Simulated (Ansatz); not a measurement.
CH6OSi, SMILES `OC[SiH3]` (H–O–C–Si torsion 61°) (charge 0, multiplicity 1).

Level of theory: frozen-core CCSD(T)/cc-pVDZ // B3LYP-D3(BJ)/def2-TZVP (Ansatz, a program for electronic structure).

Ansatz 0.2 input:
```yaml
crystal:
  periodic: [false, false, false]
  atoms:
    - { symbol: O, position_ang: [-1.483772, 0.942986, 0.164539] }
    - { symbol: C, position_ang: [-0.809722, -0.320636, 0.070562] }
    - { symbol: Si, position_ang: [1.043372, -0.119762, -0.27724] }
    - { symbol: H, position_ang: [-1.097249, 1.445986, 0.889362] }
    - { symbol: H, position_ang: [-0.97688, -0.928884, 0.968801] }
    - { symbol: H, position_ang: [-1.285966, -0.852493, -0.755374] }
    - { symbol: H, position_ang: [1.723235, -1.439175, -0.262028] }
    - { symbol: H, position_ang: [1.260212, 0.536055, -1.58674] }
    - { symbol: H, position_ang: [1.62677, 0.735922, 0.788117] }
basis:
  gaussian: { orbitals: cc-pVDZ }
correlation:
  method: ccsd_t
```

Output:

```
Functional definition: HF
701 factors; integrals over basis functions are off by at most 1.0e-3 eV
mean field evaluation 1: about -11022.2186 eV, gradient 2.8e1 eV
mean field evaluation 2: about -11022.3024 eV, gradient 2.8e1 eV
mean field evaluation 4: about -11024.2490 eV, gradient 3.1e0 eV
mean field evaluation 8: about -11024.2820 eV, gradient 1.4e-1 eV
mean field evaluation 16: about -11024.1826 eV, gradient 4.9e-1 eV
mean field -11024.28210266 eV, -405.1348947460 hartree, gradient 4.9e-6 eV, S^2 0.000000; 0 other end points of the search recorded, 0 dependent functions left out
7 core orbitals not correlated
reference -11024.28210266 eV, -405.1348947460 hartree; 10, 10 occupied and 59, 59 virtual orbitals, 701 factors
second order -11.92898836 eV of doubles, -0.00000000 eV of singles
cycle   1  -12.69117187 eV  change   -7.6e-1 eV  update   7.8e-2
cycle   2  -13.07228730 eV  change   -3.8e-1 eV  update   2.4e-2
cycle   3  -13.13495019 eV  change   -6.3e-2 eV  update   1.0e-2
cycle   4  -13.13260957 eV  change    2.3e-3 eV  update   2.7e-3
cycle   5  -13.13248542 eV  change    1.2e-4 eV  update   1.1e-3
cycle   6  -13.13252290 eV  change   -3.7e-5 eV  update   3.3e-4
cycle   7  -13.13233661 eV  change    1.9e-4 eV  update   1.2e-4
cycle   8  -13.13230699 eV  change    3.0e-5 eV  update   4.4e-5
cycle   9  -13.13231905 eV  change   -1.2e-5 eV  update   1.6e-5
perturbative correction -0.31373458 eV, -0.0115295331 hartree
Total energy: -11037.72815629 eV, -405.6290281028 hartree
```
